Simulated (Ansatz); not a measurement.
GeCl2H2 (GeH₂Cl₂). Total charge 0; triplet. Geometry r2SCAN-D4/def2-TZVP, that of the neutral singlet; atoms count from 1.

Cartesian coordinates in Å:
```
Ge 0.0515 0.1340 0.1042
Cl -0.7575 -1.7351 0.7669
Cl 0.1329 0.1087 -2.0360
H 1.4785 0.2484 0.6338
H -0.9054 1.2440 0.5312
```

At PBE0-D4/def2-TZVP a singlet of charge 0 lies 6.44 eV below the triplet at the same geometry.

(1) Estimate the Mulliken populations from the PBE0/def2-TZVP orbitals of Ansatz.

(2) Where does the spin sit?

(3) And the Mayer bond orders between heavy atoms (over 0.3)?

Answers

(1) 
```
atom  charge (e)  spin (α − β)
 Ge1        0.24          0.45
 Cl2       -0.16          0.47
 Cl3       -0.16          0.48
  H4        0.04          0.30
  H5        0.04          0.30
```
Mulliken values depend strongly on the basis.

(2) Summed by element: Ge 0.45, Cl 0.95, H 0.60, of 2 unpaired in all. Largest on single atoms: Cl3 0.48, Cl2 0.47, Ge1 0.45.

(3) Ge1–Cl2 0.81 (2.14 Å); Ge1–Cl3 0.81 (2.14 Å).
